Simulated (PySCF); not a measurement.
Species: C₃H₁₀Si.
SMILES with atom numbers: `[CH3:1][SiH:2]([CH3:3])[CH3:4]` (hydrogens: H5, H6, H7 on C1; H8 on Si2; H9, H10, H11 on C3; H12, H13, H14 on C4)

Geometry (GFN2-xTB, Å), atoms numbered from 1 in this order:
```xyz
14
C3H10Si angstrom
C      0.1787    1.7173   -0.5116
Si    -0.1216    0.1246    0.4870
C     -1.5564   -0.8565   -0.2894
C      1.4556   -0.9411    0.4797
H     -0.7039    2.3500   -0.5187
H      0.4329    1.4999   -1.5456
H      0.9938    2.2981   -0.0902
H     -0.4650    0.4785    1.8775
H     -1.7517   -1.7713    0.2625
H     -1.3402   -1.1353   -1.3172
H     -2.4741   -0.2759   -0.2952
H      1.7454   -1.2209   -0.5295
H      2.2918   -0.4099    0.9244
H      1.3139   -1.8580    1.0441
```

The calculation used TDDFT CAM-B3LYP/def2-SVPD, vertical, gas phase, core orbitals frozen in the response (PySCF).

Kohn–Sham orbitals with the atoms that hold most of them (Löwdin shares over 4%, at most four atoms; ? is withheld):

```csv
orbital,ε (eV),atoms
LUMO+2,1.92,"C1 21%, Si2 10%, H5 9%, H7 8%"
LUMO+1,1.92,"C3 16%, C4 16%, Si2 10%, H11 9%"
LUMO,?,?
HOMO,-9.91,"C4 31%, C3 22%, Si2 21%, H13 5%"
HOMO-1,-9.91,"C1 34%, Si2 21%, C3 16%, C4 7%"
HOMO-2,-10.22,"H8 31%, Si2 31%, C3 9%, C4 9%"
HOMO-3,-12.18,"C4 18%, C3 18%, C1 18%, H14 7%"
```

Which atoms hold the LUMO, and with what shares?

Si2 (bonded to 3 C and H) 23%; C3 (bonded to Si and 3 H) 11%; C1 (bonded to Si and 3 H) 11%; C4 (bonded to Si and 3 H) 11%. By element: carbon 33%, silicon 23%.

What is the LUMO energy, and the HOMO–LUMO gap?

ε(LUMO) = 1.29 eV; the gap is 11.19 eV (0.4113 hartree).

Within 0.005 eV of a neighbour in this list lie HOMO-1/HOMO and LUMO+1/LUMO+2 (point group found: C3v); within a degenerate set the shares of single atoms can hang on how the components are chosen.

How does S1 compare with the orbital gap of 11.19 eV?

S1 is at 8.22 eV (f = 0.087), 2.97 eV below the gap, made of HOMO-1/HOMO→LUMO (≥85%). S1/S2 lie within about 0.01 eV of each other. Without the coupling terms of the response equations the lowest excitation would equal the gap.

Next come S2 at 8.22 eV (f 0.088), HOMO-1/HOMO→LUMO (≥85%); S3 at 8.64 eV (f 0.0001), HOMO-2→LUMO (73%), HOMO-1/HOMO→LUMO+1/LUMO+2 (≥22%); S4 at 8.85 eV (f 0.0000), HOMO-1/HOMO→LUMO+1/LUMO+2 (≥82%); S5 at 8.89 eV (f 0.058), HOMO-1/HOMO→LUMO+1/LUMO+2 (≥69%), HOMO-2→LUMO (18%).

Orbitals of the list HOMO-3 to LUMO+2 that lie within 0.01 eV of each other are written together with a slash and their weights summed (≥ marks a lower bound); for degenerate orbitals outside that list single weights are arbitrary.

Löwdin shares depend on the basis, the more so with diffuse functions.
